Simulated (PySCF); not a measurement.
## `N[Si@H]([SiH3])[SiH2]F`, FH8NSi3

Geometry:
```tsv
atom	x (Å)	y (Å)	z (Å)
N1	-0.364	1.868	0.294
Si2	-0.072	0.385	-0.577
Si3	-1.732	-1.147	0.043
Si4	2.017	-0.342	0.195
F5	2.536	-1.613	-0.692
H6	-1.311	2.227	0.356
H7	0.292	2.635	0.191
H8	-0.050	0.480	-2.079
H9	-3.092	-0.594	-0.257
H10	-1.647	-1.429	1.509
H11	-1.558	-2.427	-0.709
H12	3.045	0.740	0.090
H13	1.930	-0.786	1.618
```

Computed with PySCF, GIAO KT3/pcSseg-1 magnetisability, rotational g tensor and spin-rotation constants, non-relativistic, gas phase. Geometry: PBE0-D3(BJ)/def2-SVP.

Q: What are the magnetisability and the molar susceptibility?

A: Isotropic -1150 × 10⁻³⁰ J/T², or -69.2 × 10⁻⁶ cm³/mol; principal values -1339, -1072, -1038 × 10⁻³⁰ J/T², anisotropy 286 × 10⁻³⁰ J/T² (root of half the summed squared differences of the principal values). The susceptibility is in cgs units.

Q: Split it along the inertial axes a, b, c into diamagnetic and paramagnetic parts about the centre of mass, with the quadrupole moment.

A: 
```tsv
axis	χ (10⁻⁶ cm³/mol)	diamagnetic (10⁻⁶ cm³/mol)	paramagnetic (10⁻⁶ cm³/mol)	summed x² of all electrons (Å²)	quadrupole Θ (D Å)
a	-66.5	-541.4	474.9	194.4	-2.37
b	-73.1	-953.5	880.4	97.3	+5.88
c	-68.1	-1237.6	1169.4	30.3	-3.51
```
Anisotropies 2χaa − χbb − χcc = +8.2 and 2χbb − χaa − χcc = -11.5 × 10⁻⁶ cm³/mol. Θ is traceless in Buckingham's convention.

Q: And the rotational g tensor?

A: 
| axis | rotational constant (GHz) | g | nuclear part | electronic part |
| --- | --- | --- | --- | --- |
| a | 2.8663 | -0.0392 | 0.6004 | -0.6396 |
| b | 1.3762 | -0.0177 | 0.5515 | -0.5692 |
| c | 1.0296 | -0.0129 | 0.5527 | -0.5657 |

Asymmetric top; isotopes 19F, 1H, 14N, 28Si; no vibrational averaging.
